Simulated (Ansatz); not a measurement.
C2H8B2OSi can be A, `BC1([SiH2]C)BO1`, or B, `B/C(O)=C(/B)[SiH3]`.

Program: Ansatz. Geometries: PBE0-D4/def2-TZVP. ΔE: electronic, gas phase. CBS: MP2 limit from def2 TZ/QZ plus the TZ coupled-cluster correction, frozen cores. Functionals use def2-TZVPP. One conformer a species, not always the lowest.

Which isomer does CCSD(T)/CBS put lower? Give the gap. (An estimate is asked.)

The calculation gave: A, by 33.8 kcal/mol.

Give E(B) − E(A) in kcal/mol with HF/def2-TZVPP, CCSD/def2-TZVPP, CCSD(T)/def2-TZVPP, PBE0-D4, r2SCAN-D4, ωB97M-V, MP2/def2-TZVPP. (Estimate.)

Computed: HF/def2-TZVPP 27.1, CCSD/def2-TZVPP 33.1, CCSD(T)/def2-TZVPP 33.5, PBE0-D4 34.1, r2SCAN-D4 34.8, ωB97M-V 35.2, MP2/def2-TZVPP 36.0. None reverses the order clearly.

Largest T1 diagnostic: 0.015.

In def2-TZVPP, CCSD(T) changes the Hartree–Fock value by +6.4 kcal/mol (the triples alone add +0.4 kcal/mol) and MP2 by +8.9 kcal/mol.
